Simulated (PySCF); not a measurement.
Telling isomers of C6H6FN apart by NMR

[PySCF: PBE0/pcSseg-1 with gauge-including orbitals; geometry: GFN2-xTB; rapidly exchanging positions averaged; relativity neglected; in vacuum; one computed conformer]

Chemical shifts δ = σref − σ; 1H, 13C vs TMS, all at this level. Splittings of carbon signals by F and P are missing where no couplings were computed. Where no couplings were computed, multiplicities follow the n + 1 count of equivalent neighbours, and m marks all less simple cases (inequivalent or close neighbours, rings, F or P nearby). Shifts are as computed. Against solution values, carbons near 30 ppm lie about +3 ppm off and those near 130 ppm about +5 ppm. Of 1211 compounds with measured shifts, 218 miss one by over three times the rms of a fit or turn the order of signals round; such compounds aren't used in these exercises. OH and NH positions are gas-phase values without hydrogen bonding to other molecules.

(1) Tabulate the signals of `Cc1ccc(F)cn1`, `Nc1ccc(F)cc1`, `Nc1ccccc1F` and their relative energies.

(2) What is the quickest way to tell Cc1ccc(F)cn1 from Nc1ccc(F)cc1?

(3) What is the quickest way to tell Nc1ccc(F)cc1 from Nc1ccccc1F?

(4) What is the quickest way to tell Cc1ccc(F)cn1 from Nc1ccccc1F?

## Answers

(1) 
```tsv
SMILES	carbon types	δC	δH	E rel. (kcal/mol)
Cc1ccc(F)cn1	2×C 3×CH 1×CH3	167.8, 159.5, 143.0, 129.1, 128.5, 26.7	8.70 (m, 1H), 7.57 (m, 1H), 7.37 (m, 1H), 2.77 (s, 3H)	4.3
Nc1ccc(F)cc1	2×C 4×CH	164.4, 148.1, 122.2, 116.9	7.15 (m, 2H), 6.64 (m, 2H), 3.30 (br s, 2H)	1.0
Nc1ccccc1F	2×C 4×CH	159.3, 140.7, 130.0, 121.6, 121.2, 118.9	7.28 (m, 1H), 7.20 (m, 1H), 6.85 (m, 1H), 6.80 (m, 1H), 3.55 (br s, 2H)	0.0
```

Energies are electronic energies at PBE0/pcSseg-1 on these geometries, without zero-point or thermal terms, each for the one conformer computed, which needn't be the lowest.

(2) Count the carbon signals: 6 against 4. The first has a methyl carbon on an aromatic ring (CH3) at 26.7 ppm, the second an aromatic CH at 116.9 ppm. Their most deshielded carbons lie at 167.8 and 164.4 ppm. In the proton spectra the most deshielded non-exchanging signals are 8.70 (m, 1H) and 7.15 (m, 2H).

(3) Count the carbon signals: 4 against 6. The first has an aromatic carbon bearing nitrogen (C) at 148.1 ppm, the second an aromatic CH at 130.0 ppm. Their most deshielded carbons lie at 164.4 and 159.3 ppm.

(4) Both give the same number of carbon signals, but DEPT or the intensities differ. The first has a methyl carbon on an aromatic ring (CH3) at 26.7 ppm, the second an aromatic carbon bearing nitrogen (C) at 140.7 ppm. Their most deshielded carbons lie at 167.8 and 159.3 ppm. In the proton spectra the most deshielded non-exchanging signals are 8.70 (m, 1H) and 7.28 (m, 1H).
